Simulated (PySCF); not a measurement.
ReO3Br, SMILES [O]=[Re](=[O])(=[O])[Br], multiplicity 1. Atoms are numbered in the order given.

```xyz
5

Re     0.0000     0.0000     0.5265
O     -1.3899     0.8025     1.0985
O      1.3899     0.8025     1.0985
O      0.0000    -1.6050     1.0985
Br     0.0000     0.0000    -1.8815
```

Geometry optimised at B3LYP-D3(BJ)/def2-SVP. The spin state was assumed, not searched. The def2 effective core potentials stand for the cores of Re; spin–orbit coupling is left out.

Calculation: PySCF with TDA-B3LYP/def2-SVPD.

Vertical excitations; the highest root listed may be one member of a degenerate set. Isolated molecule, no solvent. State labels are in the subgroup Cs.

| state | symmetry | energy (eV) | λ (nm) | f | main pairs |
|---|---|---|---|---|---|
| S1 | A' | 4.39 | 282 | 0.000 | HOMO−2→LUMO, HOMO→LUMO, HOMO−1→LUMO+1 (degenerate set) |
| S2 | A" | 4.39 | 282 | 0.000 | HOMO−2→LUMO+1, HOMO−1→LUMO, HOMO→LUMO+1 (degenerate set) |
| S3 | A" | 4.47 | 277 | 0.000 | HOMO−1→LUMO 48 %, HOMO→LUMO+1 48 % |
| S4 | A" | 4.73 | 262 | 0.003 | HOMO→LUMO+1, HOMO−1→LUMO, HOMO−2→LUMO+1, HOMO−3→LUMO+1 (degenerate set) |
| S5 | A' | 4.73 | 262 | 0.003 | HOMO→LUMO, HOMO−1→LUMO+1, HOMO−2→LUMO, HOMO−4→LUMO+1 (degenerate set) |
| S6 | A' | 4.77 | 260 | 0.024 | HOMO−3→LUMO 31 %, HOMO−4→LUMO+1 31 %, HOMO−1→LUMO+1 18 %, HOMO→LUMO 18 % |
| S7 | A" | 4.93 | 252 | 0.000 | HOMO−3→LUMO+1 43 %, HOMO−4→LUMO 43 %, HOMO−2→LUMO+2 10 % |
| S8 | A" | 5.00 | 248 | 0.001 | HOMO→LUMO+2, HOMO−4→LUMO, HOMO−3→LUMO+1, HOMO−2→LUMO+1 (degenerate set) |
| S9 | A' | 5.00 | 248 | 0.001 | HOMO−1→LUMO+2, HOMO−3→LUMO, HOMO−4→LUMO+1, HOMO−2→LUMO (degenerate set) |
| S10 | A" | 5.17 | 240 | 0.002 | HOMO→LUMO+2 55 %, HOMO−5→LUMO 28 % |
| T1 | A' | 3.95 | 314 | 0 | HOMO→LUMO 38 %, HOMO−1→LUMO+1 38 %, HOMO−3→LUMO 10 %, HOMO−4→LUMO+1 10 % |
| T2 | A' | 3.95 | 314 | 0 | HOMO−2→LUMO, HOMO−1→LUMO+1, HOMO→LUMO, HOMO−1→LUMO+2 (degenerate set) |
| T3 | A" | 3.95 | 314 | 0 | HOMO−2→LUMO+1, HOMO→LUMO+1, HOMO−1→LUMO, HOMO→LUMO+2 (degenerate set) |
| T4 | A" | 4.06 | 305 | 0 | HOMO−2→LUMO+1 65 % |
Triplets are in the Tamm–Dancoff approximation.
